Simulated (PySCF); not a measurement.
Computed shifts of a molecule CH6O2Si2, PBE0/pcSseg-1 in PySCF, GIAO, gas phase, atoms alike by connectivity averaged where their shifts nearly agree, in ppm (number of nuclei): ¹³C: 167.7 (1). ²⁹Si: -18.0 (1), -102.0 (1). ¹H: 8.14 (1), 5.37 (2), 4.08 (3). References: ¹⁷O against H2O (σ = 334.2 ppm); ¹³C against TMS (σ = 186.3 ppm); ²⁹Si against TMS (σ = 352.7 ppm); ¹H against TMS (σ = 31.56 ppm), references at their B3LYP-D3(BJ)/def2-TZVP geometries, non-relativistic. Coordinates come from a PBE0-D3(BJ)/def2-SVP optimisation. The values are those of a single conformer.

Q: Which molecule gave these data?
(A) O=C[SiH2]O[SiH3]
(B) O[Si@@H]1C[SiH2]O1
(C) O=CO[SiH2][SiH3]
(D) C1O[SiH2]O[SiH2]1

A: C, O=CO[SiH2][SiH3]
